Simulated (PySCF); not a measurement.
**Stationary points of TaN₂⁻**

These are results of PBE0 in PySCF with Ta def2-TZVPD with ECP60, N def2-TZVPD; scalar-relativistic core potentials, no spin–orbit coupling; density-fitted integrals, not measurements.

Relaxations began from a few typed shapes. The search is not exhaustive: other isomers or separated fragments can lie lower, and high-lying points may rest on an excited occupation.

```tsv
spin	group	bonds	angles	imaginary modes (cm⁻¹)	ΔE (kJ/mol)	ΔE with ZPE (kJ/mol)
singlet	C2v	N–N 1.397 Å, Ta–N 1.837 Å (×2)	N–N–Ta 67.7° (×2), N–Ta–N 44.7°	none	0.0	0.0
singlet (closed shell, unstable to spin polarisation)	C2v	Ta–N 1.776 Å (×2)	N–Ta–N 104.8°	none	114.4	113.4
```

The lowest minimum found is the singlet C2v: N–N 1.397 Å, Ta–N 1.837 Å (×2); N–N–Ta 67.7° (×2), N–Ta–N 44.7°.

For the lowest minimum: the lowest empty level of this anion is unbound, so it and the gap depend on the basis. Spin–orbit coupling, left out here, can matter for elements this heavy.
